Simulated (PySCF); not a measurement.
Working with the constants of HgO

PW91 constants of HgO, ³Π (triplet), unpaired electrons σ ↑, π ↑ (basis Hg cc-pVDZ-PP with ECP60, O cc-pVDZ; scalar-relativistic core potentials; PySCF 2.14; masses 201.9706 and 15.9949 u):

- ωe: 300.4 cm⁻¹
- ωexe: 4.36 cm⁻¹
- Be: 0.23624 cm⁻¹
- αe: 0.00380 cm⁻¹
- D (centrifugal): 5.84e-07 cm⁻¹
- De to Hg + O: 0.68 eV

(1) Give the vibrational terms G(v) and spacings up to v = 6.

(2) How well does the Morse estimate ωe²/(4ωexe) reproduce De, and what is D0?

Spin–orbit coupling is left out, which matters for elements this heavy, above all for dissociation energies. The state is the lowest determinant that a PBE0 search found; another state may lie lower at other levels.

Results:

(1) G(v) = ωe(v+½) − ωexe(v+½)².

| v | G(v) (cm⁻¹) | G(v) − G(v−1) | Bv (cm⁻¹) |
| --- | --- | --- | --- |
| 0 | 149.1 |  | 0.2343 |
| 1 | 440.8 | 291.7 | 0.2305 |
| 2 | 723.8 | 283.0 | 0.2267 |
| 3 | 998.0 | 274.2 | 0.2229 |
| 4 | 1263.5 | 265.5 | 0.2191 |
| 5 | 1520.3 | 256.8 | 0.2153 |
| 6 | 1768.4 | 248.1 | 0.2115 |

(2) It gives 0.64 eV, 94 % of the computed De. D0 = De − G(0) = 0.68 − 0.02 = 0.66 eV.
